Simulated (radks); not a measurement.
The neodymium ion Nd2+ inside a hard spherical wall (all orbitals vanish at R), configuration held at [Xe] 4f4 and not refilled when levels cross. Method: scalar-relativistic Kohn-Sham, PBE, spin-unpolarised, spherical densities, finite nucleus; Fermi nuclear charge, rms radius 4.9123 fm; computed with a radial shooting solver on a logarithmic mesh with Libxc functionals. Eigenvalues in eV, with the zero of energy where the potential of the charges vanishes at infinity; a dash marks a level that is unbound or too diffuse for the functional's potential to be trusted. A positive occupied level is held by the wall or, in an anion where self-interaction has pushed it up, behind a barrier. The pressure on the wall is -dE/dV.

[
 {"R (bohr)": "free", "E (hartree)": "-9622.8518", "kinetic (hartree)": "10240.677", "e(4d)": "-129.51", "e(5s)": "-53.424", "e(5p)": "-34.983", "e(4f)": "-14.575", "e(5d, empty)": "-13.568", "e(6s, empty)": "-13.392", "pressure (GPa)": "0"},
 {"R (bohr)": "20", "E (hartree)": "-9622.8518", "kinetic (hartree)": "10240.677", "e(4d)": "-129.51", "e(5s)": "-53.424", "e(5p)": "-34.983", "e(4f)": "-14.575", "e(5d, empty)": "-13.568", "e(6s, empty)": "-13.392", "pressure (GPa)": "< 0.0001"},
 {"R (bohr)": "12", "E (hartree)": "-9622.8518", "kinetic (hartree)": "10240.677", "e(4d)": "-129.51", "e(5s)": "-53.424", "e(5p)": "-34.983", "e(4f)": "-14.575", "e(5d, empty)": "-13.568", "e(6s, empty)": "-13.392", "pressure (GPa)": "< 0.0001"},
 {"R (bohr)": "10", "E (hartree)": "-9622.8518", "kinetic (hartree)": "10240.677", "e(4d)": "-129.51", "e(5s)": "-53.424", "e(5p)": "-34.982", "e(4f)": "-14.575", "e(5d, empty)": "-13.567", "e(6s, empty)": "-13.388", "pressure (GPa)": "< 0.0001"},
 {"R (bohr)": "8", "E (hartree)": "-9622.8517", "kinetic (hartree)": "10240.677", "e(4d)": "-129.50", "e(5s)": "-53.422", "e(5p)": "-34.980", "e(4f)": "-14.572", "e(5d, empty)": "-13.556", "e(6s, empty)": "-13.325", "pressure (GPa)": "0.00165"},
 {"R (bohr)": "7", "E (hartree)": "-9622.8516", "kinetic (hartree)": "10240.679", "e(4d)": "-129.49", "e(5s)": "-53.412", "e(5p)": "-34.972", "e(4f)": "-14.560", "e(5d, empty)": "-13.517", "e(6s, empty)": "-13.134", "pressure (GPa)": "0.0132"},
 {"R (bohr)": "6", "E (hartree)": "-9622.8508", "kinetic (hartree)": "10240.687", "e(4d)": "-129.43", "e(5s)": "-53.371", "e(5p)": "-34.935", "e(4f)": "-14.504", "e(5d, empty)": "-13.356", "e(6s, empty)": "-12.470", "pressure (GPa)": "0.128"},
 {"R (bohr)": "4", "E (hartree)": "-9622.7737", "kinetic (hartree)": "10241.322", "e(4d)": "-127.69", "e(5s)": "-52.134", "e(5p)": "-33.654", "e(4f)": "-12.865", "e(5d, empty)": "-10.177", "e(6s, empty)": "-2.433", "pressure (GPa)": "26.8"},
 {"R (bohr)": "3.5", "E (hartree)": "-9622.5967", "kinetic (hartree)": "10242.546", "e(4d)": "-125.38", "e(5s)": "-50.430", "e(5p)": "-31.723", "e(4f)": "-10.677", "e(5d, empty)": "-6.571", "e(6s, empty)": "7.662", "pressure (GPa)": "116"},
 {"R (bohr)": "3", "E (hartree)": "-9622.0016", "kinetic (hartree)": "10246.037", "e(4d)": "-120.21", "e(5s)": "-46.349", "e(5p)": "-26.857", "e(4f)": "-5.728", "e(5d, empty)": "1.385", "e(6s, empty)": "28.637", "pressure (GPa)": "537"},
 {"R (bohr)": "2", "E (hartree)": "-9612.3257", "kinetic (hartree)": "10287.079", "e(4d)": "-85.048", "e(5s)": "-5.663", "e(5p)": "22.406", "e(4f)": "30.495", "e(5d, empty)": "68.676", "e(6s, empty)": "187.92", "pressure (GPa)": "16500"}
]
